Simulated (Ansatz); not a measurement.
Cartesian coordinates in Å:
```
C -0.365 0.659 2.237
O 0.311 -0.264 1.380
Al 0.148 -0.149 -0.628
C 0.858 -1.960 -0.986
C 1.289 1.417 -0.994
C -1.805 0.097 -0.830
H 0.013 0.563 3.255
H -0.137 1.653 1.858
H -1.444 0.499 2.208
H 0.186 -1.169 1.681
H 1.887 -2.092 -0.632
H 0.875 -2.160 -2.063
H 0.252 -2.761 -0.544
H 2.314 1.281 -0.636
H 1.354 1.603 -2.073
H 0.906 2.344 -0.551
H -2.391 -0.697 -0.353
H -2.168 1.054 -0.437
H -2.082 0.081 -1.891
```

Charge 0, multiplicity 1.

List the PBE/def2-TZVPP orbital energies in eV (the Gaussian-basis code of Ansatz). (Estimate.)

Computed: Occupied: -1504.73, -512.38, -271.09, -267.36, -267.31, -267.27, -105.03, -67.12, -66.92, -66.91, -27.49, -18.32, -16.05, -15.73, -15.67, -14.26, -12.53, -11.98, -10.11, -8.94, -8.84, -8.82, -8.59, -8.58, -8.46, -8.39, -7.53, -5.63, -5.51. Lowest empty: -0.86, 0.29, 0.68, 1.02, 1.33, 1.74, 1.93, 2.14.
